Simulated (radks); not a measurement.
Results of a calculation; reference values are marked as such.
Numerical settings for the vanadium ion V2+, [Ar] 3d3. Code: a radial shooting solver on a logarithmic mesh with Libxc functionals. Model: non-relativistic Kohn-Sham, PBE, spin-unpolarised, spherical densities, point nucleus. The defaults (mesh step 0.008 in ln r, mesh end at 40 bohr or more with all orbitals vanishing there, Anderson mixing 0.5 over 9 steps, residual threshold near 1e-9 with the energy settled to 1e-9 hartree or 1e-11 of itself, here a cap of 68 iterations) give E = -942.7798 hartree and 3d at -21.451 eV in 14 iterations. Times are rough (one thread of a shared host). Changes against that run (0 stands for a change within the tolerance of the run):

| setting | iterations | converged | E (mhartree) | e(3d) (meV) | CPU (s) |
|---|---|---|---|---|---|
| mesh step in ln r 0.02 | 14 | yes | 0 | 0 | 0.03 |
| mesh step in ln r 0.005 | 14 | yes | 0 | 0 | 0.09 |
| mesh step in ln r 0.012 | 14 | yes | 0 | 0 | 0.04 |
| mesh end (bohr) 3 | 14 | yes | +191 | +4.38e+03 | 0.05 |
| mesh end (bohr) 2 | 13 | level above zero | +2.43e+03 | +2.55e+04 | 0.04 |
| residual threshold 0.01 | 8 | yes | 0 | -5.17 | 0.04 |
| residual threshold 0.1 | 8 | yes | 0 | -5.17 | 0.04 |
| mixing 0.05 | 19 | yes | 0 | 0 | 0.07 |
| linear mixing, mixing 0.8 | 54 | yes | 0 | 0 | 0.17 |
| linear mixing, mixing 0.5 | 30 | yes | 0 | 0 | 0.1 |
| mixing history 2 | 18 | yes | 0 | 0 | 0.07 |
| iteration cap 2 | 2 | no | +404 | -2.07e+04 | 0.01 |

Settled on a wrong energy, with an occupied level pushed above zero by the early mesh end: mesh end (bohr) 2 (+2.43 hartree). Apart from these: settings that end as converged yet miss the energy by more than 1 mhartree: mesh end (bohr) 3 (+0.191 hartree). A mesh that ends early acts as a hard wall.
